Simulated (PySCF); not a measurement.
H7ClOSi3 (SMILES O[Si]([SiH3])([SiH3])Cl), singlet, geometry from GFN2-xTB. Base run: HF/6-31G, polarisability run with PySCF.

PySCF was given this input:
```python
from pyscf import gto, scf
from pyscf.prop import polarizability

mol = gto.Mole()
mol.atom = '''
    O    -0.342046    1.194785   -1.374766
    Si   -0.044832    0.116509   -0.180392
    Si    2.224318   -0.263256   -0.496270
    Si   -1.647471   -1.573718   -0.200466
    Cl   -0.342425    1.169741    1.592243
    H    -1.110890    1.759891   -1.404881
    H     2.770810   -1.080850    0.592748
    H     3.059785    0.939095   -0.578011
    H     2.432104   -1.014261   -1.738129
    H    -3.035452   -1.112373   -0.054283
    H    -1.411437   -2.548670    0.866252
    H    -1.595545   -2.300200   -1.473910
'''
mol.basis = '6-31g'
mol.charge = 0
mol.spin = 0
mol.verbose = 4
mol.build()

mf = scf.RHF(mol)
mf.kernel()
alpha = mf.Polarizability().polarizability()[2, 2]
print('alpha_zz =', alpha)
```

Each row names what was changed in the base input (with any setting that the change needs).

| change | alpha_zz (bohr³) | basis functions | core-seconds (rough) |
|---|---|---|---|
| base | 71.97 | 75 | 3 |
| basis = 6-31+G* | (withheld) | (withheld) | 10 |
| basis = STO-3G | 39.12 | 48 | 0.7 |
| functional = pbe | 78.49 | 75 | 20 |
| finite field (a.u.) = 0.02; conv_tol = 1e-11 | 72.02 | 75 | 3 |
| finite field (a.u.) = 0.05; conv_tol = 1e-11 | 72.27 | 75 | 3 |
| finite field (a.u.) = 2e-4; conv_tol = 1e-11 | 71.97 | 75 | 3 |
| finite field (a.u.) = 0.005; conv_tol = 1e-11 | 71.97 | 75 | 3 |
| basis = 6-31G* | 70.79 | 100 | 5 |
| functional = camb3lyp | (withheld) | 75 | 60 |
| basis = def2-SVP | 75.36 | 121 | 7 |
| finite field (a.u.) = 0.001; conv_tol = 1e-6 | 71.95 | 75 | 2 |

Fill in the missing entries.


- basis = 6-31+G*, alpha_zz (bohr³): 79.64
- basis = 6-31+G*, basis functions: 120
- functional = camb3lyp, alpha_zz (bohr³): 75.07

Finite-field rows take the second difference of the energy in a field along z; a small field with loose convergence shows SCF noise divided by the square of the field, and a large one adds hyperpolarisability.
